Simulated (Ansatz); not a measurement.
Species: CH3ClOSi, charge 0, singlet. CH3ClOSi (chlorosilylformaldehyde, SMILES O=C[SiH2]Cl).
B3LYP-D3(BJ)/def2-TZVP minimum from Ansatz (a first-principles code):
```
Si
H 1 1.4749
H 1 1.4749 2 111.24
C 1 1.9266 2 108.86 3 -119.95
O 4 1.2076 1 119.11 2 60.71
H 4 1.1135 5 120.41 1 180.00
Cl 1 2.0646 2 109.43 3 121.05
```
Charge 0, spin multiplicity 1.

Atomisation energy term by term, kcal/mol (programs: Ansatz). Open shells are spin-unrestricted; no spin-orbit coupling. Correlated methods leave the cores frozen. Rows without X2C or -DK are non-relativistic. CBS(X,Y): correlation extrapolated as X^-3, Hartree-Fock from the larger set. A bracket is a step between two methods taken in the basis named. '+ core + X2C': CCSD(T) terms for core correlation (cc-pwCVTZ, 1s frozen past Ne) and scalar relativity (cc-pVTZ-DK). For partners of very few electrons the exact lower level stands in for a higher one.

```csv
term,basis,kcal/mol
Hartree-Fock,cc-pV(Q+d)Z,423.43
CCSD correlation,"CBS(cc-pV(T+d)Z,cc-pV(Q+d)Z)",159.94
(T),"CBS(cc-pV(T+d)Z,cc-pV(Q+d)Z)",12.71
CCSDT(Q) - CCSD(T),cc-pV(D+d)Z,0.86
core correlation,cc-pwCVTZ,1.28
scalar relativity,"X2C, cc-pVTZ-DK",-1.21
sum: De,,597.0
```
